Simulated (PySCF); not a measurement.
Point-charge models of `[SiH3]Nc1cc2sccc2s1` against its computed dipole.

Coordinates (PBE0-D3(BJ)/def2-SVP, Å) and charges (e) from the PBE0/pcSseg-1 density (PySCF):

```json
{"atom": "Si1", "x": "3.757", "y": "0.950", "z": "-0.404", "Mulliken": "+0.5996", "IAO": "+0.7151", "Hirshfeld": "+0.3470", "ESP-fitted": "+0.4522"}
{"atom": "N2", "x": "2.585", "y": "-0.153", "z": "0.291", "Mulliken": "-0.6714", "IAO": "-0.6020", "Hirshfeld": "-0.2130", "ESP-fitted": "-0.4607"}
{"atom": "C3", "x": "1.212", "y": "-0.091", "z": "0.219", "Mulliken": "+0.0180", "IAO": "-0.0030", "Hirshfeld": "+0.0288", "ESP-fitted": "+0.0119"}
{"atom": "C4", "x": "0.288", "y": "-0.946", "z": "0.775", "Mulliken": "-0.0010", "IAO": "-0.2605", "Hirshfeld": "-0.1182", "ESP-fitted": "-0.2875"}
{"atom": "C5", "x": "-1.040", "y": "-0.533", "z": "0.469", "Mulliken": "-0.2562", "IAO": "-0.1599", "Hirshfeld": "-0.0526", "ESP-fitted": "-0.0839"}
{"atom": "S6", "x": "-2.618", "y": "-1.129", "z": "0.833", "Mulliken": "+0.3145", "IAO": "+0.3176", "Hirshfeld": "+0.0864", "ESP-fitted": "+0.0602"}
{"atom": "C7", "x": "-3.361", "y": "0.163", "z": "-0.054", "Mulliken": "-0.3015", "IAO": "-0.3251", "Hirshfeld": "-0.0932", "ESP-fitted": "-0.3100"}
{"atom": "C8", "x": "-2.451", "y": "1.021", "z": "-0.611", "Mulliken": "+0.0309", "IAO": "-0.1822", "Hirshfeld": "-0.0802", "ESP-fitted": "-0.3678"}
{"atom": "C9", "x": "-1.123", "y": "0.618", "z": "-0.307", "Mulliken": "-0.3158", "IAO": "-0.1846", "Hirshfeld": "-0.0637", "ESP-fitted": "+0.2275"}
{"atom": "S10", "x": "0.462", "y": "1.218", "z": "-0.680", "Mulliken": "+0.3075", "IAO": "+0.2679", "Hirshfeld": "+0.0841", "ESP-fitted": "-0.0422"}
{"atom": "H11", "x": "5.081", "y": "0.400", "z": "0.001", "Mulliken": "-0.0962", "IAO": "-0.1106", "Hirshfeld": "-0.0691", "ESP-fitted": "-0.0893"}
{"atom": "H12", "x": "3.581", "y": "2.336", "z": "0.122", "Mulliken": "-0.0764", "IAO": "-0.1249", "Hirshfeld": "-0.0775", "ESP-fitted": "-0.0785"}
{"atom": "H13", "x": "3.639", "y": "0.997", "z": "-1.892", "Mulliken": "-0.0761", "IAO": "-0.1244", "Hirshfeld": "-0.0773", "ESP-fitted": "-0.0782"}
{"atom": "H14", "x": "2.928", "y": "-0.933", "z": "0.839", "Mulliken": "+0.2055", "IAO": "+0.2817", "Hirshfeld": "+0.1355", "ESP-fitted": "+0.3306"}
{"atom": "H15", "x": "0.559", "y": "-1.818", "z": "1.371", "Mulliken": "+0.0909", "IAO": "+0.1576", "Hirshfeld": "+0.0505", "ESP-fitted": "+0.2220"}
{"atom": "H16", "x": "-4.447", "y": "0.214", "z": "-0.114", "Mulliken": "+0.1344", "IAO": "+0.1715", "Hirshfeld": "+0.0543", "ESP-fitted": "+0.2456"}
{"atom": "H17", "x": "-2.726", "y": "1.893", "z": "-1.205", "Mulliken": "+0.0934", "IAO": "+0.1657", "Hirshfeld": "+0.0579", "ESP-fitted": "+0.2481"}
```

Question: Compute μ = Σ q r for each scheme (1 e·Å = 4.803 D) and compare with the dipole of the full density.

Answer: The full density gives (1.66, -0.36, 0.31) D, 1.73 D in size; dipole vectors point from the negative to the positive end.

```csv
scheme,μx,μy,μz,size (D),share of the full size (%),angle to the full dipole (°)
Mulliken,0.85,0.82,-0.50,1.28,74,64
IAO,2.37,0.28,-0.10,2.39,138,23
Hirshfeld,1.53,-0.07,0.10,1.53,89,12
ESP-fitted,1.64,-0.37,0.32,1.71,99,0
```

Question: Which set comes closest?

Answer: Length of the difference vector: ESP-fitted 0.02 D, Hirshfeld 0.38 D, IAO 1.04 D, Mulliken 1.64 D. Closest: ESP-fitted. The schemes that divide the density aren't constrained to reproduce the dipole.

Question: What is left for the Hirshfeld atoms' own dipoles?

Answer: The shares of the density sum to the whole, so what Σ q r misses lies in dipoles about the nuclei. The atomic dipoles sum to (1.66, -0.36, 0.31) − (1.53, -0.07, 0.10) = (0.13, -0.29, 0.21) D, 0.38 D in size.

Question: With the origin at the mean of the coordinates, (0.372, 0.247, -0.020) Å, which are the largest single terms, by size, of the Mulliken dipole along the direction of the full one?

Answer: Si1 +8.74, N2 -7.31, C7 +5.18, S6 -3.67, H16 -3.00 D; all 17 atoms together +0.55 D. The single terms depend on the origin, their sum doesn't.

Question: Give the size of the full dipole in other units.

Answer: 1.73 D = 0.679 au = 0.359 e·Å = 5.76 × 10⁻³⁰ C·m.

Isolated species at its PBE0-D3(BJ)/def2-SVP geometry (one conformer only).

Conformer computed: `[SiH3:1][NH:2][c:3]1[cH:4][c:5]2[s:6][cH:7][cH:8][c:9]2[s:10]1`: Si1–N2–C3–C4 -179°.
